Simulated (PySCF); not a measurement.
Molecular orbitals of HoO

PBE at R = 1.791 Å; Ho x2c-TZVPall, O x2c-TZVPall; spin-free X2C with a Gaussian nucleus (PySCF 2.14). State: sextet, about 10.3 electrons in the 4f shell (Mulliken), real f orbitals that mix terms. Only the outer orbitals are listed, counted within each symmetry.

```tsv
spin	orbital	occ.	ε (eV)	on Ho (%)	main shells (%)
α	8π	1	-6.35	30	70 O p, 17 Ho d, 11 Ho f
α	8π	1	-6.25	31	69 O p, 17 Ho d, 12 Ho f
α	15σ	1	-5.82	45	53 O p, 23 Ho f, 16 Ho d
α	16σ	1	-3.95	98	81 Ho s, 10 Ho d
α	4δ	0	-1.76	100	100 Ho d
α	4δ	0	-1.75	100	100 Ho d
α	9π	0	-1.65	99	74 Ho p, 24 Ho d
β	7π	1	-6.58	32	68 O p, 20 Ho f, 11 Ho d
β	14σ	1	-6.45	45	53 O p, 34 Ho f
β	7π	1	-6.45	23	77 O p, 13 Ho d, 8 Ho f
β	1φ	1	-5.48	93	91 Ho f
β	3δ	1	-5.27	100	100 Ho f
β	15σ	1	-4.68	86	76 Ho f, 14 O p
β	8π	0	-4.38	93	89 Ho f
β	3δ	0	-4.34	93	88 Ho f
β	1φ	0	-4.19	100	100 Ho f
```

Which are the highest filled and the lowest empty level, where do they sit, and how wide is the gap?

Highest filled α 16σ at -3.95 eV (in %: 81 Ho s, 10 Ho d); lowest empty β 8π at -4.38 eV (in %: 89 Ho f); the gap at PBE is -0.43 eV.

The bond order (Mayer) is 2.21. The ⟨S²⟩ is 8.754 and the charge on Ho (Mulliken, basis-dependent) is 0.56. The charge on Ho (Löwdin, basis-dependent) is 0.33 and the dipole moment (positive dipole means Ho(−)O(+)) is -4.15 D.

Spin–orbit coupling is left out. Counting both spins, an empty level lies below a filled one in this solution, because spin and occupation are held. The state is the lowest single determinant that the PBE0 search found; with open d or f shells the true ground state can be another one.
